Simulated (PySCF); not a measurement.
Shapes and spin states of H₂PtS

Computed with PBE0 in PySCF with Pt def2-TZVP with ECP60, S def2-TZVP, H def2-TZVP; scalar-relativistic core potentials, no spin–orbit coupling; density-fitted integrals.

Relaxations began from a few typed shapes and spin states; open shells are unrestricted. The search is not exhaustive: other isomers or separated fragments can lie lower, and high-lying points may rest on an excited occupation.

```json
{"spin": "singlet", "group": "Cs", "bonds": "Pt–H 1.534 Å (×2), Pt–S 2.092 Å", "angles": "H–Pt–H 84.3°, H–Pt–S 111.7° (×2)", "imaginary modes (cm⁻¹)": "none", "ΔE (kJ/mol)": "0.0", "ΔE with ZPE (kJ/mol)": "0.0"}
{"spin": "triplet", "group": "C1", "bonds": "Pt–H 1.517 Å, Pt–H 1.605 Å, Pt–S 2.180 Å", "angles": "H–Pt–H 73.3°, H–Pt–S 98.0°, H–Pt–S 158.2°", "imaginary modes (cm⁻¹)": "none", "ΔE (kJ/mol)": "18.4", "ΔE with ZPE (kJ/mol)": "14.7"}
{"spin": "triplet", "group": "Cs", "bonds": "Pt–H 1.520 Å, Pt–H 1.619 Å, Pt–S 2.172 Å", "angles": "H–Pt–H 67.6°, H–Pt–S 100.0°, H–Pt–S 167.6°", "imaginary modes (cm⁻¹)": "174i", "ΔE (kJ/mol)": "19.2", "ΔE with ZPE (kJ/mol)": "–"}
{"spin": "triplet", "group": "Cs", "bonds": "Pt–H 1.559 Å (×2), Pt–S 2.151 Å", "angles": "H–Pt–H 93.4°, H–Pt–S 125.8° (×2)", "imaginary modes (cm⁻¹)": "1 found", "ΔE (kJ/mol)": "41.3", "ΔE with ZPE (kJ/mol)": "–"}
{"spin": "singlet", "group": "C2v", "bonds": "Pt–H 1.588 Å (×2), Pt–S 2.050 Å", "angles": "H–Pt–H 140.0°, H–Pt–S 110.0° (×2)", "imaginary modes (cm⁻¹)": "522i", "ΔE (kJ/mol)": "62.9", "ΔE with ZPE (kJ/mol)": "–"}
{"spin": "singlet", "group": "C2v", "bonds": "H–H 0.897 Å, Pt–H 1.736 Å (×2), Pt–S 2.082 Å", "angles": "H–H–Pt 75.0° (×2), H–Pt–H 30.0°, H–Pt–S 165.0° (×2)", "imaginary modes (cm⁻¹)": "1 found", "ΔE (kJ/mol)": "68.6", "ΔE with ZPE (kJ/mol)": "–"}
{"spin": "triplet", "group": "C2v", "bonds": "Pt–H 1.644 Å (×2), Pt–S 2.058 Å", "angles": "H–Pt–H 168.5°, H–Pt–S 95.7° (×2)", "imaginary modes (cm⁻¹)": "275i", "ΔE (kJ/mol)": "77.6", "ΔE with ZPE (kJ/mol)": "–"}
{"spin": "quintet", "group": "Cs", "bonds": "Pt–H 1.631 Å (×2), Pt–S 2.200 Å", "angles": "H–Pt–H 128.2°, H–Pt–S 97.1° (×2)", "imaginary modes (cm⁻¹)": "none", "ΔE (kJ/mol)": "209.9", "ΔE with ZPE (kJ/mol)": "204.6"}
```

The lowest minimum found is the singlet Cs: Pt–H 1.534 Å (×2), Pt–S 2.092 Å; H–Pt–H 84.3°, H–Pt–S 111.7° (×2).

For the lowest minimum: no spin–orbit coupling is included, which matters more the heavier the element.
